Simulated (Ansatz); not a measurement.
Species: H$_{3}$InO$_{3}$, SMILES `[OH][In]([OH])[OH]` (charge 0, multiplicity 1), formula H$_{3}$InO$_{3}$.

**Question.** How many basis functions does frozen-core CCSD(T)/def2-TZVPP // B3LYP-D3(BJ)/def2-TZVP in Ansatz (a quantum-chemistry and plane-wave program) use, how many core orbitals are frozen, and how many electrons are correlated?

**Answer.** 185 basis functions and 7 frozen orbitals, which leaves 34 correlated electrons (filled d shells below the valence shell are correlated). Core time is of the order of minutes.
